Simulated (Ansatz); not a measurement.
Consider the formal exchange of groups at the Al–F bond: `[NH2][Al]([OH])[F]` + dimethyl ether → `[NH2][AlH][OH]` + `COCF`.

Isolated molecules relaxed with PBE0-D4/def2-TZVP in Ansatz; ΔE leaves out vibrations. CCSD(T)/CBS adds triple-zeta CCSD(T) − MP2 to the extrapolated MP2 energy (def2 sets, frozen cores). This one scheme is used for every species. Functionals use def2-TZVPP. B3LYP here is the variant with VWN-RPA as its local correlation; programs differ in this. HSE06 is defined as in plane-wave codes. Each species was taken in one conformer, which may not be the lowest.

`[NH2][Al]([OH])[F]`:

Z-matrix (Å, degrees):
```
N
Al 1 1.755
H 1 1.006 2 123.7
H 1 1.006 2 125.7 3 -180.0
O 2 1.685 1 124.9 3 180.0
F 2 1.644 1 118.1 3 -0.0
H 5 0.954 2 124.9 1 -0.1
```

`COC`:

Z-matrix (Å, degrees):
```
C
O 1 1.399
H 1 1.090 2 107.7
H 1 1.100 2 111.6 3 119.4
H 1 1.100 2 111.6 3 -119.4
C 2 1.399 1 112.1 3 -180.0
H 6 1.100 2 111.6 1 60.6
H 6 1.090 2 107.7 1 -179.9
H 6 1.100 2 111.6 1 -60.5
```

`[NH2][AlH][OH]`:

Cartesian coordinates in Å:
```
N 1.033 0.581 -0.617
Al -0.491 -0.124 -0.090
O -0.536 -0.764 1.482
H 1.870 0.632 -0.060
H 1.185 0.992 -1.523
H -1.746 -0.149 -1.049
H -1.315 -1.167 1.859
```

`COCF`:

```xyz
9

C     0.403    0.034   -1.102
O    -0.759    0.071   -0.298
C    -0.516   -0.080    1.034
F     0.123    1.028    1.559
H     0.970   -0.888   -0.923
H     0.072    0.055   -2.139
H     1.047    0.895   -0.909
H     0.140   -0.938    1.240
H    -1.480   -0.177    1.537
```

| level | ΔE (eV) | difference from CCSD(T)/CBS |
| --- | --- | --- |
| LDA (SPW92) | 2.09 | -0.28 |
| PBE-D4 | 2.16 | -0.21 |
| revPBE-D4 | 2.18 | -0.19 |
| BLYP-D4 | 2.24 | -0.13 |
| r2SCAN-D4 | 2.28 | -0.09 |
| B97M-V | 2.19 | -0.18 |
| PBE0-D4 | 2.22 | -0.15 |
| B3LYP-D4 | 2.28 | -0.09 |
| r2SCANh-D4 | 2.29 | -0.08 |
| r2SCAN0-D4 | 2.31 | -0.06 |
| HSE06-D4 | 2.22 | -0.15 |
| BHLYP-D4 | 2.32 | -0.05 |
| ωB97X-V | 2.21 | -0.16 |
| ωB97M-V | 2.25 | -0.12 |
| B2PLYP | 2.33 | -0.04 |
| PBE-QIDH | 2.32 | -0.05 |
| PBE | 2.16 | -0.21 |
| BLYP | 2.23 | -0.14 |
| r2SCAN | 2.28 | -0.09 |
| PBE0 | 2.22 | -0.15 |
| B3LYP | 2.27 | -0.10 |
| r2SCAN0 | 2.31 | -0.06 |
| HSE06 | 2.22 | -0.15 |
| BHLYP | 2.31 | -0.06 |
| LC-ωPBE | 2.26 | -0.11 |
| RPA@PBE/def2-TZVPP | 2.23 | -0.14 |
| HF/def2-SVP | 2.15 | -0.22 |
| MP2/def2-SVP | 2.28 | -0.09 |
| CCSD/def2-SVP | 2.20 | -0.17 |
| CCSD(T)/def2-SVP | 2.18 | -0.19 |
| HF/def2-TZVPP | 2.29 | -0.08 |
| MP2/def2-TZVPP | 2.43 | 0.06 |
| CCSD/def2-TZVPP | 2.34 | -0.03 |
| CCSD(T)/def2-TZVPP | 2.32 | -0.05 |
| HF/def2-QZVPP | 2.31 | -0.06 |
| MP2/def2-QZVPP | 2.47 | 0.10 |
| SCS-MP2/def2-QZVPP | 2.42 | 0.05 |
| HF/CBS(def2) | 2.32 | -0.05 |
| MP2/CBS(def2) | 2.48 | 0.11 |
| CCSD/CBS(def2) | 2.39 | 0.02 |
| CCSD(T)/CBS | 2.37 | 0 |

Largest T1 diagnostic among the species: 0.012.

Leaving LDA and LC-ωPBE aside and taking each functional with its dispersion term where it has one, the values spread over 0.17 eV, from PBE-D4 to B2PLYP. LDA lies −0.07 eV from PBE without D4. At CCSD(T), def2-SVP lies −0.20 eV from the extrapolated value and def2-TZVPP −0.05 eV.
